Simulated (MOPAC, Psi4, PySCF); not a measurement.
Torsional profile of SMILES C(c1cccc(B(O)O)c1)=O (C₇H₇BO₃). Scanned: dihedral O1–C2–C3–C4; all other coordinates were relaxed at GFN2-xTB. Points at φ and −φ are mirror images. Heavy atoms are numbered in the order of the SMILES O=Cc1cccc(B(O)O)c1, hydrogens after them in the order of the atoms that carry them; the mirror image has the same energies with the sign of each dihedral reversed.

Methods: RHF/6-31G* = restricted Hartree-Fock/6-31G*, spherical d, density fitting // GFN2-xTB (PySCF 2.14.0); PM3, restricted, heats of formation // GFN2-xTB (MOPAC); PM7, restricted, heats of formation // GFN2-xTB (MOPAC); PBE-D3(BJ)/def2-SVP // GFN2-xTB (Psi4).

Energies relative to the lowest point of each profile, in kJ/mol; the last columns give the difference from PBE-D3(BJ):

| φ / ° | RHF/6-31G* | PM3 | PM7 | PBE-D3(BJ)/def2-SVP | RHF/6-31G* − PBE-D3(BJ)/def2-SVP | PM3 − PBE-D3(BJ)/def2-SVP | PM7 − PBE-D3(BJ)/def2-SVP |
|---|---|---|---|---|---|---|---|
| -160 | 3.6 | 0.8 | 1.1 | 4.2 | -0.6 | -3.4 | -3.2 |
| -140 | 13.9 | 3.0 | 4.0 | 15.7 | -1.9 | -12.8 | -11.7 |
| -120 | 27.8 | 5.5 | 8.3 | 31.4 | -3.6 | -25.9 | -23.1 |
| -100 | 38.8 | 6.3 | 9.6 | 44.3 | -5.5 | -38.0 | -34.7 |
| -80 | 39.2 | 6.4 | 9.4 | 44.6 | -5.3 | -38.1 | -35.1 |
| -60 | 29.6 | 5.4 | 8.5 | 33.4 | -3.8 | -28.0 | -24.8 |
| -40 | 16.5 | 3.3 | 6.1 | 18.5 | -2.0 | -15.2 | -12.4 |
| -20 | 6.4 | 1.7 | 3.7 | 6.8 | -0.4 | -5.1 | -3.1 |
| 0 | 2.8 | 1.2 | 2.9 | 2.4 | 0.3 | -1.2 | 0.4 |
| 20 | 6.4 | 1.7 | 3.7 | 6.8 | -0.4 | -5.1 | -3.1 |
| 40 | 16.5 | 3.3 | 6.1 | 18.5 | -2.0 | -15.2 | -12.4 |
| 60 | 29.6 | 5.4 | 8.5 | 33.4 | -3.8 | -28.0 | -24.8 |
| 80 | 39.2 | 6.4 | 9.4 | 44.6 | -5.3 | -38.1 | -35.1 |
| 100 | 38.8 | 6.3 | 9.6 | 44.3 | -5.5 | -38.0 | -34.7 |
| 120 | 27.8 | 5.5 | 8.3 | 31.4 | -3.6 | -25.9 | -23.1 |
| 140 | 13.9 | 3.0 | 4.0 | 15.7 | -1.9 | -12.8 | -11.7 |
| 160 | 3.6 | 0.8 | 1.1 | 4.2 | -0.6 | -3.4 | -3.2 |
| 180 | 0.0 | 0.0 | 0.0 | 0.0 | 0.0 | 0.0 | 0.0 |

RHF/6-31G* is furthest from PBE-D3(BJ)/def2-SVP at -100 (-5.5 kJ/mol, below); its mean absolute difference over the points is 2.6 kJ/mol.

PM3 is furthest from PBE-D3(BJ)/def2-SVP at -80 (-38.1 kJ/mol, below); its mean absolute difference over the points is 18.6 kJ/mol.

PM7 is furthest from PBE-D3(BJ)/def2-SVP at -80 (-35.1 kJ/mol, below); its mean absolute difference over the points is 16.5 kJ/mol.
